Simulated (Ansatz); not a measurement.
Consider the cleavage of the Al–Si bond: `C[BH][AlH][SiH2]C` + H–F → `C[BH][AlH][F]` + `C[SiH3]`.

Program: Ansatz. Geometries: PBE0-D4/def2-TZVP. ΔE: electronic, gas phase. CCSD(T)/CBS is the MP2 limit (def2-TZVPP, def2-QZVPP) plus CCSD(T) − MP2 in def2-TZVPP, frozen cores. This one scheme is used for every species. DFT in def2-TZVPP. B3LYP here is the variant with VWN-RPA as its local correlation; programs differ in this. One conformer a species, not always the lowest.

```json
{"level": "PBE-D4", "ΔE (kcal/mol)": "-40.0", "difference from CCSD(T)/CBS": "5.1"}
{"level": "r2SCAN-D4", "ΔE (kcal/mol)": "-45.0", "difference from CCSD(T)/CBS": "0.1"}
{"level": "PBE0-D4", "ΔE (kcal/mol)": "-40.9", "difference from CCSD(T)/CBS": "4.2"}
{"level": "B3LYP-D4", "ΔE (kcal/mol)": "-46.3", "difference from CCSD(T)/CBS": "-1.2"}
{"level": "ωB97X-V", "ΔE (kcal/mol)": "-46.2", "difference from CCSD(T)/CBS": "-1.1"}
{"level": "ωB97M-V", "ΔE (kcal/mol)": "-47.2", "difference from CCSD(T)/CBS": "-2.1"}
{"level": "B2PLYP", "ΔE (kcal/mol)": "-48.3", "difference from CCSD(T)/CBS": "-3.2"}
{"level": "PBE", "ΔE (kcal/mol)": "-41.3", "difference from CCSD(T)/CBS": "3.8"}
{"level": "r2SCAN", "ΔE (kcal/mol)": "-45.4", "difference from CCSD(T)/CBS": "-0.3"}
{"level": "PBE0", "ΔE (kcal/mol)": "-42.1", "difference from CCSD(T)/CBS": "3.0"}
{"level": "B3LYP", "ΔE (kcal/mol)": "-48.3", "difference from CCSD(T)/CBS": "-3.2"}
{"level": "HF/def2-TZVPP", "ΔE (kcal/mol)": "-51.8", "difference from CCSD(T)/CBS": "-6.7"}
{"level": "MP2/def2-TZVPP", "ΔE (kcal/mol)": "-47.0", "difference from CCSD(T)/CBS": "-1.9"}
{"level": "SCS-MP2/def2-TZVPP", "ΔE (kcal/mol)": "-48.3", "difference from CCSD(T)/CBS": "-3.2"}
{"level": "CCSD/def2-TZVPP", "ΔE (kcal/mol)": "-46.0", "difference from CCSD(T)/CBS": "-0.9"}
{"level": "CCSD(T)/def2-TZVPP", "ΔE (kcal/mol)": "-45.0", "difference from CCSD(T)/CBS": "0.1"}
{"level": "HF/def2-QZVPP", "ΔE (kcal/mol)": "-52.6", "difference from CCSD(T)/CBS": "-7.5"}
{"level": "MP2/def2-QZVPP", "ΔE (kcal/mol)": "-47.4", "difference from CCSD(T)/CBS": "-2.3"}
{"level": "SCS-MP2/def2-QZVPP", "ΔE (kcal/mol)": "-48.7", "difference from CCSD(T)/CBS": "-3.6"}
{"level": "HF/CBS(def2)", "ΔE (kcal/mol)": "-52.7", "difference from CCSD(T)/CBS": "-7.6"}
{"level": "MP2/CBS(def2)", "ΔE (kcal/mol)": "-47.2", "difference from CCSD(T)/CBS": "-2.1"}
{"level": "CCSD/CBS(def2)", "ΔE (kcal/mol)": "-46.1", "difference from CCSD(T)/CBS": "-1.0"}
{"level": "CCSD(T)/CBS", "ΔE (kcal/mol)": "-45.1", "difference from CCSD(T)/CBS": "0"}
```

Largest T1 diagnostic among the species: 0.012.

In def2-TZVPP, CCSD(T) changes the Hartree–Fock value by +6.9 kcal/mol (the triples alone add +1.0 kcal/mol) and MP2 by +4.8 kcal/mol. From PBE to PBE0 (25 % exact exchange), in def2-TZVPP and without D4, ΔE moves by −0.9 kcal/mol. The D4 term adds +1.9 kcal/mol with B3LYP and +1.2 kcal/mol with PBE0; it sums over pairs of atoms, weighted by their polarisabilities, and B3LYP, whose exchange is more repulsive, gets the larger term.
